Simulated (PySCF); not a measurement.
CH5BrGeO.
Structure used (PBE0-D3(BJ)/def2-SVP), in Å, numbered top down from 1:
```
atom  x, y, z in Å
C1    -1.2940    0.4995   -0.1857
O2    -0.5095   -0.2538    0.7016
Ge3    1.1495   -0.6978    0.2952
Br4    2.3690    1.2335   -0.0584
H5    -2.3180    0.5435    0.2151
H6    -1.3423    0.0497   -1.1958
H7    -0.9192    1.5337   -0.2898
H8     1.7030   -1.4188    1.5230
H9     1.1858   -1.4818   -1.0268
```

Method: TDDFT CAM-B3LYP/def2-SVPD, vertical, gas phase, core orbitals frozen in the response in PySCF 2.14.0, density-fitted response routines. The CAM-B3LYP/def2-SVPD calculation is non-relativistic and has no spin–orbit coupling, an omission that weighs most on bromine and germanium.

Ground-to-excited transition dipoles (e·a0, same axes as the geometry; the sign carries no meaning), for the states with f of 0.002 or more among the lowest 8:

| state | E (hartree) | μx | μy | μz |
| --- | --- | --- | --- | --- |
| S1 | 0.2356 | -0.051 | -0.063 | -0.366 |
| S2 | 0.2417 | -0.268 | 0.230 | -0.038 |
| S3 | 0.2539 | -0.337 | -0.387 | -0.091 |
| S4 | 0.2637 | 0.130 | -0.033 | 0.061 |
| S5 | 0.2730 | -0.133 | -0.042 | -0.034 |
| S6 | 0.2824 | -0.045 | -0.058 | 0.122 |
| S8 | 0.2864 | -0.072 | -0.309 | -0.203 |

**Question.** Work out the oscillator strengths.

**Answer.** f = (2/3) ΔE |μ|² with ΔE in hartree (27.2114 eV).

```tsv
state	|μ|² (au)	|μ| (D)	f
S1	0.141	0.95	0.022
S2	0.126	0.90	0.020
S3	0.271	1.32	0.046
S4	0.022	0.38	0.004
S5	0.021	0.37	0.004
S6	0.020	0.36	0.004
S8	0.142	0.96	0.027
```

**Question.** Which bond between heavy atoms lies closest to the direction of the S3 transition dipole?

**Answer.** Ge3–Br4, at 21° from it; next O2–Ge3 at 68°.

**Question.** What angle do the transition dipoles of S1 and S3 make?

**Answer.** |cos θ| = |μa·μb| / (|μa| |μb|) = 0.38, so θ ≈ 67° (taken between 0 and 90°, since the signs are arbitrary).

One conformer stands for the species.
